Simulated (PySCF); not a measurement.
# Removing an electron from `S[SiH]1N[SiH2]N1`

Compound: H6N2SSi2.
Structure used (PBE0-D3(BJ)/def2-SVP), in Å, numbered top down from 1:
```
atom  x, y, z in Å
S1     2.5908    0.5766   -0.0115
Si2    0.5219    0.4715    0.5263
N3    -0.1882   -1.1132    0.6608
Si4   -1.3665   -0.8160   -0.5949
N5    -0.6471    0.7707   -0.7300
H6     2.4559   -0.2447   -1.0766
H7     0.4688    1.3478    1.7308
H8     0.0344   -1.9126    1.2343
H9    -1.2546   -1.6853   -1.8091
H10   -2.7969   -0.8421   -0.1589
H11   -0.8061    1.5595   -1.3382
```

Level: CAM-B3LYP/def2-SVPD (PySCF). Frontier orbitals with their largest atomic shares (Löwdin; up to four atoms above 4 %):

```json
{"orbital": "HOMO−3", "ε (eV)": "-10.61", "main atoms": "S1 35 %, N3 12 %, N5 12 %, Si4 12 %"}
{"orbital": "HOMO−2", "ε (eV)": "-9.22", "main atoms": "S1 38 %, N5 20 %, N3 20 %, Si2 11 %"}
{"orbital": "HOMO−1", "ε (eV)": "-8.94", "main atoms": "N5 18 %, N3 18 %, S1 15 %, Si4 14 %"}
{"orbital": "HOMO", "ε (eV)": "-8.58", "main atoms": "?"}
{"orbital": "LUMO", "ε (eV)": "0.68", "main atoms": "Si4 26 %, Si2 11 %, H9 10 %, S1 10 %"}
{"orbital": "LUMO+1", "ε (eV)": "1.01", "main atoms": "S1 38 %, Si4 16 %, H6 15 %, Si2 13 %"}
{"orbital": "LUMO+2", "ε (eV)": "1.45", "main atoms": "S1 34 %, Si4 21 %, Si2 10 %, H6 7 %"}
```

Q: What vertical ionisation energy does ΔSCF give, and how far is −ε(HOMO) from it?

A: ΔSCF: 9.33 eV (900 kJ/mol; threshold wavelength 133 nm); ⟨S²⟩ of the doublet left behind is 0.765, against 0.75 for a pure doublet. −ε(HOMO) is 8.58 eV, 0.75 eV below it. In exact Kohn–Sham theory the two would be equal; CAM-B3LYP (range-separated hybrid) falls short of its own ΔSCF value by 8 %. Holes in the HOMO−1 and HOMO−2 were tried too where these lie within 1.2 eV of the HOMO; the lowest converged state counts.

Q: On which atoms does the HOMO lie?

A: S1 (sulfur bonded to Si and H) 42 %, N3 (nitrogen bridging silicon atoms) 22 %, N5 (nitrogen bridging silicon atoms) 22 %. The HOMO−1 lies 0.36 eV lower.

Q: With α = 84.0 au, estimate the like-pair dispersion coefficient by London's formula C6 = (3/4)α²I.

A: I = 0.3430 Eh, so C6 ≈ 1810 au, a rough estimate.

Q: What total energies stand behind the ΔSCF value?

A: E(N) = -1090.00711 Eh and E(N − 1) = -1089.66415 Eh at the same geometry, 0.34296 Eh apart.

Q: Shift the occupied levels rigidly so that −ε(HOMO) equals the ΔSCF value. What binding energies result?

A: The shift is +0.75 eV: HOMO 9.33, HOMO−1 9.69, HOMO−2 9.97, HOMO−3 11.36 eV. A rigid shift is only a rough guide to the deeper ionisations.

One conformer (not necessarily the lowest) at the PBE0-D3(BJ)/def2-SVP geometry, without solvent, vibrations or thermal averaging.

These values come from a run that also computed excited states and ΔSCF ions. The run took 77 s of wall time on an Arm Neoverse V1 with one thread, shared host.
